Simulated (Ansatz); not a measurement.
Sn2H6. Total charge 0; singlet. Geometry PBE0-D4/def2-TZVP.

Cartesian coordinates in Å:
```
Sn 0.908 -0.180 -1.026
H 1.007 -1.828 -1.462
H 0.444 0.711 -2.406
H 2.464 0.341 -0.552
Sn -0.908 0.180 1.026
H -0.981 1.823 1.485
H -0.463 -0.738 2.394
H -2.471 -0.308 0.540
```

In the def2 sets Sn takes a core potential; there is no spin–orbit coupling. LC-ωPBE has ω = 0.4 bohr⁻¹.

(1) Estimate the orbital energies around the gap (eV) in Ansatz with PBE-D4/def2-SVP, r2SCAN-D4/def2-TZVP, PBE0-D4/def2-SVP, PBE0-D4/def2-TZVP, LC-ωPBE/def2-TZVP.

Results:

(1) 
```tsv
orbital	PBE-D4/def2-SVP	r2SCAN-D4/def2-TZVP	PBE0-D4/def2-SVP	PBE0-D4/def2-TZVP	LC-ωPBE/def2-TZVP
HOMO−5	-12.05	-12.53	-13.62	-13.65	-16.98
HOMO−4	-8.14	-8.53	-9.40	-9.44	-12.24
HOMO−3	-8.14	-8.53	-9.40	-9.44	-12.24
HOMO−2	-7.66	-8.05	-8.90	-8.94	-11.65
HOMO−1	-7.66	-8.05	-8.90	-8.94	-11.65
HOMO	-6.69	-6.99	-7.70	-7.73	-10.15
LUMO	-1.14	-1.03	-0.30	-0.57	1.32
LUMO+1	-0.49	-0.41	0.22	0.08	2.04
LUMO+2	-0.49	-0.41	0.22	0.08	2.04
LUMO+3	0.19	0.11	1.10	0.52	2.53
LUMO+4	0.60	0.79	1.48	1.27	3.22
LUMO+5	1.06	1.11	1.85	1.38	3.22
```
